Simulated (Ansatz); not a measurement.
BrCs, triplet, at the geometry of the source list (a higher spin typed on purpose: for a closed-shell molecule this is an excited state) (core potentials on Cs); HF/def2-SVPD (Ansatz, a first-principles code).

Ansatz was given this input:
Ansatz 0.2 input:
```yaml
crystal:
  periodic: [false, false, false]
  atoms:
    - {symbol: Cs, position_ang: [-1.02520000, -0.71830000, -0.87230000]}
    - {symbol: Br, position_ang: [1.02520000, 0.71830000, 0.87230000]}
basis:
  gaussian:
    orbitals: def2-SVPD
hamiltonian:
  xc: hf
magnetization: {spin_polarized: true, initial_magnetization: 2}
```

What the program printed (banner, timings and long lists left out):

```
Functional definition: HF
643 factors; integrals over basis functions are off by at most 6.0e-4 eV
mean field evaluation 1: about -70529.1459 eV, gradient 4.9e0 eV
mean field evaluation 2: about -70529.1782 eV, gradient 4.9e0 eV
mean field evaluation 4: about -70529.5005 eV, gradient 6.6e-1 eV
mean field evaluation 8: about -70529.5072 eV, gradient 8.3e-3 eV
mean field evaluation 16: about -70529.5053 eV, gradient 5.8e-1 eV
mean field evaluation 32: about -70529.5097 eV, gradient 1.5e-2 eV
mean field evaluation 64: about -70529.5072 eV, gradient 2.6e-2 eV
mean field evaluation 96: about -70529.5069 eV, gradient 4.7e-2 eV
mean field evaluation 128: about -70528.4866 eV, gradient 5.3e-2 eV
mean field evaluation 160: about -70528.4825 eV, gradient 8.3e-2 eV
mean field evaluation 192: about -70528.3259 eV, gradient 4.4e-1 eV
mean field evaluation 224: about -70528.4379 eV, gradient 4.4e-2 eV
mean field evaluation 256: about -70529.5072 eV, gradient 8.3e-4 eV
mean field -70529.51343834 eV, -2591.9118122376 hartree, gradient 2.4e-6 eV, S^2 2.007033; 4 other end points of the search recorded, 0 dependent functions left out
reference -70529.51343834 eV, -2591.9118122376 hartree; 23, 21 occupied and 45, 47 virtual orbitals, 643 factors
Total energy: -70529.51343834 eV, -2591.9118122376 hartree
```
